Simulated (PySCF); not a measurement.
**Spin states and ions at one geometry of [Bi(NH2)]2+**

PySCF 2.14.0, RKS BP86, Bi def2-SVP with ECP60, N def2-SVP, H def2-SVP; non-relativistic Hamiltonian with scalar-relativistic core potentials where named; density fitting; no spin-orbit coupling; singlets restricted, open shells unrestricted. The geometry is relaxed for charge +2, singlet, vacuum:

```xyz
4

Bi    0.0000    0.0000   -0.1085
N     0.0000    0.0000    1.9444
H     0.8612    0.0000    2.5451
H    -0.8612    0.0000    2.5451
```

Energies count from the relaxed state; an electron taken off or put on is at rest in vacuum. Charges and spins are Mulliken's.

Task: Order these states by energy, lowest first.
A. charge +2, triplet, vacuum
B. charge +1, doublet, vacuum
C. charge +2, singlet, vacuum
D. charge +3, doublet, vacuum

Result: B (-14.45 eV), C (0.00 eV), A (1.94 eV), D (23.16 eV).

Task: How do charge and spin on the first atom follow?

Result: 
| state | spin squared | charge on Bi1 (e) | spin on Bi1 (e) | dipole about the centre of mass (D) |
| --- | --- | --- | --- | --- |
| charge +2, singlet, vacuum | 0.00 | 1.73 | 0.00 | 3.52 |
| charge +2, triplet, vacuum | 2.00 | 1.49 | 1.03 | 6.36 |
| charge +3, doublet, vacuum | 0.75 | 2.33 | 0.06 | 7.24 |
| charge +1, doublet, vacuum | 0.76 | 0.93 | 1.10 | 2.32 |

With an electron taken off (doublet) the charges change, summed by element, by Bi +0.60 e, N +0.25 e, H +0.15 e. The vertical ionisation energy is 23.16 eV, against −ε(HOMO) = 19.66 eV of the relaxed state. The level lies 3.5 eV too high, as is usual for semilocal functionals and global hybrids, which keep a self-interaction error.

With an electron put on (doublet) the charges change, summed by element, by Bi -0.80 e, N -0.06 e, H -0.14 e. The vertical electron affinity is 14.45 eV, against −ε(LUMO) = 17.83 eV of the relaxed state.

Open shells may have lower solutions than those found.
